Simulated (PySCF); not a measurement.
B3LYP has the VWN-RPA correlation part, as in Gaussian. Delta-SCF ions had no search for a lower state. Excitations are Tamm–Dancoff values on a coarser integration grid. The basis has no diffuse functions, so Rydberg states are missing or too high.

Cartesian coordinates (Å):
SMILES: BCO
```xyz
8

B      0.9818     0.2704    -0.0933
C     -0.3647    -0.4821    -0.0232
O     -1.5694     0.2600     0.1516
H      1.0447     1.4565     0.0462
H      1.9818    -0.3525    -0.2723
H     -0.2676    -1.2252     0.7903
H     -0.4668    -1.1044    -0.9260
H     -1.3397     1.1775     0.3268
```
Charge 0, spin multiplicity 1.

Task: What is the computed dipole moment, total energy, S1 excitation (TDA), S1–T1 gap (TDA), LUMO, HOMO–LUMO gap, vertical ionisation energy (Delta-SCF) and S1 oscillator strength (B3LYP-D3(BJ)/def2-TZVP run with PySCF)?

Result: 
```
Quantity                                      Result
--------------------------------------  ------------
dipole moment                              0.264 e·Å
total energy                            -141.2201 Ha
S1 excitation (TDA)                          4.93 eV
S1–T1 gap (TDA)                              0.35 eV
LUMO                                        -1.84 eV
HOMO–LUMO gap                                5.86 eV
vertical ionisation energy (Delta-SCF)      10.68 eV
S1 oscillator strength                         0.025
```
